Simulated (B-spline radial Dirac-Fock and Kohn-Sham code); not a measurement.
Isotope-shift constants of the inner levels of La³⁺

System: lanthanum as La³⁺, [Kr] 4d10 5s2 5p6.

The computed values come from a radial B-spline solver: first-order field-shift and mass-shift constants from Dirac-Fock ground and hole states with a Fermi nucleus; the mass shift has no relativistic recoil terms. A binding energy shifts by δE = F·δ⟨r²⟩ + (K_N + K_S)·δ(1/M); F is taken for a change of radius at fixed skin thickness and so holds the higher radial moments.

```
     level  F (meV/fm²)
    K (1s)       -164.2
   L1 (2s)       -20.11
L2 (2p1/2)       0.5466
L3 (2p3/2)        1.090
   M1 (3s)       -4.113
M2 (3p1/2)       0.1718
M3 (3p3/2)       0.2990
M4 (3d3/2)       0.2723
M5 (3d5/2)       0.2654
```

The mass shift is not given and not included below: at this Z its relativistic corrections are large. It matters little for K lines but can be comparable with the field shift of L lines.

Field shifts alone in meV from A = 139 (mass 138.9064 u, rms radius 4.855 fm); radii from Angeli and Marinova (2013).

```
  A  mass (u)  radius (fm)   Kα1   Kα2   Kβ1  Lα1
135  134.9070       4.8488  +9.9  +9.9  +9.9  0.0
137  136.9065       4.8496  +8.7  +8.6  +8.6  0.0
138  137.9071       4.8473     ?     ?     ?    ?
```

Problem. What are the shifts for A = 138?

Solution. Kα1 +12.4 meV; Kα2 +12.3 meV; Kβ1 +12.3 meV; Lα1 -0.1 meV.
